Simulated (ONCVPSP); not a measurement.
K: excitation energies, all-electron against ONCV

ONCVPSP 4.0.1 input, shortened (lines: element, Z, core and valence counts, functional; n l f; lmax; l rc ep ncon nbas qcut; lloc lpopt rc5 dvloc0; l nproj debl; icmod fcfact rcfact), PBEsol, scalar-relativistic:

```
  K 19.00    3    3  -116133      upf
    1    0    2.00
    2    0    2.00
    2    1    6.00
    3    0    2.00
    3    1    6.00
    3    2    1.00
    2
    0    1.55    0.00    4    7    9.30
    1    1.75    0.00    5    8    6.50
    2    4.00    0.00    4    7    2.80
    4    5    1.35   -1.00
    0    2    3.60
    1    2    3.30
    2    2    2.10
    0    0.00    0.00
```

Energies are relative to the spin-unpolarised reference configuration 3s2 3p6 3d1; without spin polarisation the order of configurations can differ from experiment.

```
valence configuration  charge  ΔE all-electron (eV)  error AE − PS (meV)
          3s2 3p6 3d0      +1                 1.808                  +11
    3s2 3p6 3d0 4s0.5    +0.5                -0.788                 +2.1
```

(1) What are ΔE and the potential's error for 3s2 3p6 3d0.5 4s0.5?

(2) What are ΔE and the potential's error for 3s2 3p6 3d0 4s1?

Results:

(1) ΔE = -1.201 eV all-electron; the error (AE − PS) is -1.1 meV.

(2) ΔE = -2.409 eV all-electron; the error (AE − PS) is -2.7 meV.
